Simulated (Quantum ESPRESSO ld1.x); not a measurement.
Results of a calculation; reference values are marked as such.
Problem. Species: Ag2+. Configuration: [Kr] 4d9. Code: ld1.x of Quantum ESPRESSO 7.5. Model: Dirac Kohn-Sham, LDA (Slater exchange, VWN5 correlation), spin-unpolarised, spherical densities, point nucleus; open shells are shared between the two j in proportion to 2j + 1. Some entries of the table are withheld. Estimate them.

| orbital | occ. | eigenvalue (eV) | r(max) (bohr) |
|---|---|---|---|
| 1s1/2 | 2 | -25307.0 | 0.02018 |
| 2s1/2 | 2 | -3745.53 | (1) |
| 2p1/2 | 2 | (2) | 0.08820 |
| 2p3/2 | 4 | (3) | 0.09246 |
| 3s1/2 | 2 | -704.845 | 0.3332 |
| 3p1/2 | 2 | -600.842 | 0.3194 |
| 3p3/2 | 4 | -569.942 | 0.3294 |
| 3d3/2 | 4 | (4) | 0.2718 |
| 3d5/2 | 6 | (5) | 0.2746 |
| 4s1/2 | 2 | -117.594 | 0.8212 |
| 4p1/2 | 2 | (6) | 0.8575 |
| 4p3/2 | 4 | (7) | 0.8827 |
| 4d3/2 | 3.6 | -29.5268 | (8) |
| 4d5/2 | 5.4 | -28.9041 | (9) |
| 5s1/2 | 0 | -21.1248 | 2.198 |
| 5p1/2 | 0 | -14.8123 | 2.571 |
| 5p3/2 | 0 | -14.3260 | 2.647 |

Solution. 
(1) 2s1/2 r(max) (bohr): 0.1142
(2) 2p1/2 eigenvalue (eV): -3484.39
(3) 2p3/2 eigenvalue (eV): -3309.33
(4) 3d3/2 eigenvalue (eV): -385.100
(5) 3d5/2 eigenvalue (eV): -378.870
(6) 4p1/2 eigenvalue (eV): -84.6671
(7) 4p3/2 eigenvalue (eV): -79.4596
(8) 4d3/2 r(max) (bohr): 1.019
(9) 4d5/2 r(max) (bohr): 1.030
